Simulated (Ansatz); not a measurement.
## Nudged elastic band run: CH4FInO

Input:

```yaml
crystal:
  periodic: [false, false, false]
  atoms:
    - { symbol: C, position_ang: [0.179709, 1.328387, -0.08557] }
    - { symbol: O, position_ang: [0.085968, 0.242397, 0.78921] }
    - { symbol: In, position_ang: [-0.202651, -1.645492, 0.370474] }
    - { symbol: F, position_ang: [-0.395992, -1.877139, -1.556606] }
    - { symbol: H, position_ang: [-0.034217, 1.062878, -1.116485] }
    - { symbol: H, position_ang: [-0.5207, 2.101512, 0.212417] }
    - { symbol: H, position_ang: [1.178415, 1.75199, -0.051256] }
    - { symbol: H, position_ang: [-0.290542, -2.964533, 1.437817] }
basis:
  gaussian: { orbitals: def2-mTZVP }
hamiltonian:
  xc: hf
neb:
  order_check: false
  images: 5
  f_tol: 0.05
  max_iterations: 60
  initial_path: idpp
  final_atoms:
    - { symbol: C, position_ang: [0.03300169, 1.33679943, -0.11660355] }
    - { symbol: O, position_ang: [-0.37719387, 0.27163668, 0.68993522] }
    - { symbol: In, position_ang: [-0.16446268, -1.6470873, 0.38003318] }
    - { symbol: F, position_ang: [0.72412528, -1.9471458, -1.33032504] }
    - { symbol: H, position_ang: [-0.81054166, 1.98673755, -0.32472057] }
    - { symbol: H, position_ang: [0.78820945, 1.92467066, 0.39541275] }
    - { symbol: H, position_ang: [0.44888951, 1.01481767, -1.06657139] }
    - { symbol: H, position_ang: [-0.64203772, -2.94042888, 1.3728404] }
```

Launched with:

```bash
$ ansatz run input.yaml --threads 1 --pin off --max-ram 2048MiB --backend cpu --events-out ev --progress --plain --runs-dir out
```

Output, in part (warnings, iteration lines, the closing report on the highest movable image, with atoms numbered from 0):

```
NEB end point (image 0): max|allowed force component| = 5.776e-3 eV/Å (the criterion of neb.relax_end_points is 1.000e-2)
NEB end point (image 6): max|allowed force component| = 2.977e-3 eV/Å (the criterion of neb.relax_end_points is 1.000e-2)
NEB iter   1: max|band force component| = 6.534e-1 eV/Å  barrier→ = 0.0340 eV  barrier← = 0.0340 eV  Δτ_max = 0.0531 Å  (306 SCF iters)
NEB iter   2: max|band force component| = 1.190e-1 eV/Å  barrier→ = 0.0035 eV  barrier← = 0.0035 eV  CI = image 3  Δτ_max = 0.0125 Å  (200 SCF iters)
NEB iter   3: max|band force component| = 5.307e-2 eV/Å  barrier→ = 0.0025 eV  barrier← = 0.0025 eV  CI = image 3  Δτ_max = 0.0219 Å  (191 SCF iters)
NEB iter   4: max|band force component| = 2.409e-2 eV/Å  barrier→ = 0.0023 eV  barrier← = 0.0023 eV  CI = image 3  Δτ_max = 0.0000 Å  (428 SCF iters)
Total energy: -10987.97288696 eV, -403.8005556802 hartree
Atom 0 at    -0.252007     1.307439    -0.176788 Å, force     0.002288    -0.002112    -0.001182 eV/Å
Atom 1 at    -0.364217     0.236685     0.713643 Å, force     0.001305    -0.003747     0.003864 eV/Å
Atom 2 at     0.206979    -1.618557     0.459411 Å, force    -0.002560    -0.000083     0.009482 eV/Å
Atom 3 at     1.026096    -1.851988    -1.294872 Å, force     0.001670     0.003136    -0.004347 eV/Å
Atom 4 at    -0.856538     1.162553    -1.067253 Å, force     0.002004    -0.002198    -0.003076 eV/Å
Atom 5 at    -0.596399     2.209011     0.316224 Å, force    -0.002360     0.004385     0.003743 eV/Å
Atom 6 at     0.772536     1.472473    -0.496854 Å, force    -0.001315    -0.002620    -0.004072 eV/Å
Atom 7 at     0.063539    -2.917616     1.546491 Å, force    -0.001032     0.003240    -0.004413 eV/Å
Dipole moment:    -0.141402    -0.123939     0.392030 e Å
```

The forces met the threshold. The top lies less than 8 meV above the higher end, about what the thresholds resolve: that end is a shoulder or a very shallow well. A vibrational analysis at the climbing image gives one clearly imaginary mode, 44i cm⁻¹: a first-order saddle point.

Final band (atoms are numbered from 1 in the order of the input):

```
image  path coordinate (Å)  energy (eV)  dihedral H7–C1–O2–In3 (°)
    0                 0.00        0.000                       -114
    1                 0.50        0.001                        -94
    2                 0.99        0.002                        -74
    3                 1.49        0.002                        -56
    4                 1.99        0.001                        -37
    5                 2.49        0.000                        -17
    6                 2.98        0.000                          5
```

Time of the run: 77 s on 1 CPU thread of a shared host.
